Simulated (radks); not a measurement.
The numbers below are computed, except where a source is named.
The nuclear charge of the scandium ion Sc2+ is varied continuously with 19 electrons held in [Ar] 3d1. Code: a radial shooting solver on a logarithmic mesh with Libxc functionals. Model: non-relativistic Kohn-Sham, BLYP, spin-polarised, spherical densities, point nucleus; open shells are filled with parallel spins first. By the Hellmann-Feynman theorem dE/dZ = E(electron-nucleus)/Z, the electronic potential at the nucleus.

| Z | E (hartree) | E(electron-nucleus)/Z (hartree) | HOMO | e(HOMO) (eV) | <r> HOMO (bohr) |
|---|---|---|---|---|---|
| 20 | -677.31156 | -80.0643 | 3d | -5.949 | 2.346 |
| 20.25 | -697.48742 | -81.3414 | 3d | -8.530 | 2.044 |
| 20.5 | -717.98184 | -82.6132 | 3d | -11.493 | 1.837 |
| 20.75 | -738.79372 | -83.8813 | 3d | -14.787 | 1.684 |
| 21 | -759.92230 | -85.1469 | 3d | -18.377 | 1.565 |
| 21.25 | -781.36701 | -86.4105 | 3d | -22.240 | 1.469 |
| 21.5 | -803.12744 | -87.6727 | 3d | -26.359 | 1.388 |
| 21.75 | -825.20325 | -88.9336 | 3d | -30.723 | 1.319 |
| 22 | -847.59416 | -90.1935 | 3d | -35.323 | 1.259 |

The central difference of E at Z = 21 is -85.147 hartree, to compare with the third column; the second derivative is -5.06 hartree.
